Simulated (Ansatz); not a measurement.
Relaxation of C3H4FIn (9 atoms, charge 0, multiplicity 1), to a largest force component of 0.02 eV/Å in at most 50 steps.

Level of theory: RKS r2SCAN-D4/def2-SVP in Ansatz.

```xyz
9
Properties=species:S:1:pos:R:3:forces:R:3
C -2.282 1.789 1.458 -0.90 0.58 0.70
C -1.433 1.199 0.842 2.08 -1.43 -1.54
In 0.070 0.239 -0.361 0.01 -0.21 0.26
C 1.423 -1.519 -0.462 -0.87 1.00 0.10
F 0.349 1.311 -1.996 -0.03 0.01 0.03
H -3.027 2.295 2.009 -0.58 0.41 0.42
H 0.938 -2.402 -0.058 -0.16 -0.35 0.16
H 2.330 -1.288 0.090 0.34 0.08 0.22
H 1.634 -1.626 -1.523 0.11 -0.09 -0.36
```

Task: Where does it end, and by what steps?

Result: The run converged. After 6 steps the energy has fallen by 0.130 eV; H6 moved furthest, 0.24 Å.

```json
{"step": "0", "energy less start (eV)": "0.0000", "largest force component (eV/Å)": "2.081", "accepted": "yes"}
{"step": "1", "energy less start (eV)": "-0.1158", "largest force component (eV/Å)": "0.223", "accepted": "yes"}
{"step": "2", "energy less start (eV)": "-0.1259", "largest force component (eV/Å)": "0.155", "accepted": "yes"}
{"step": "3", "energy less start (eV)": "-0.1278", "largest force component (eV/Å)": "0.059", "accepted": "yes"}
{"step": "4", "energy less start (eV)": "-0.1288", "largest force component (eV/Å)": "0.040", "accepted": "yes"}
{"step": "5", "energy less start (eV)": "-0.1290", "largest force component (eV/Å)": "0.046", "accepted": "yes"}
{"step": "6", "energy less start (eV)": "-0.1296", "largest force component (eV/Å)": "0.012", "accepted": "yes"}
```

```xyz
9
Properties=species:S:1:pos:R:3
C -2.184 1.660 1.458
C -1.339 1.176 0.716
In 0.107 0.310 -0.520
C 1.328 -1.441 -0.420
F 0.378 1.404 -2.137
H -2.928 2.094 2.103
H 0.774 -2.270 0.040
H 2.214 -1.220 0.194
H 1.649 -1.712 -1.435
```

The run took 28 s on 2 threads of Arm Neoverse V1, on a shared host, peak memory 0.16 GiB.
